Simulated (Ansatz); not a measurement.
Al(Me)3 (C₃H₉Al), SMILES [CH3][Al]([CH3])[CH3].

Geometry: B3LYP-D3(BJ)/def2-SVP. The isomer is the one that the SMILES or the coordinates give; other isomers of the formula were not compared.

Two levels are set side by side: PBE/def2-SVPD (Ansatz, a program for electronic structure) and PBE0/def2-SVPD (Ansatz). Energy differences of separate SCF runs at the same geometry; the states with an electron removed or added have multiplicity 2 and 2. Differences are taken from unrounded values.

| quantity | PBE0 |
|---|---|
| vertical ionisation energy (eV) | 9.58 |
| vertical singlet–triplet gap (eV) | 5.33 |

**Question.** What does PBE give, and how far is it from PBE0? (An estimate is asked for; the answer gives what the named calculation found.)

**Answer.** 
```tsv
quantity	PBE	PBE minus PBE0
vertical ionisation energy (eV)	9.29	-0.29
vertical singlet–triplet gap (eV)	4.96	-0.37
```
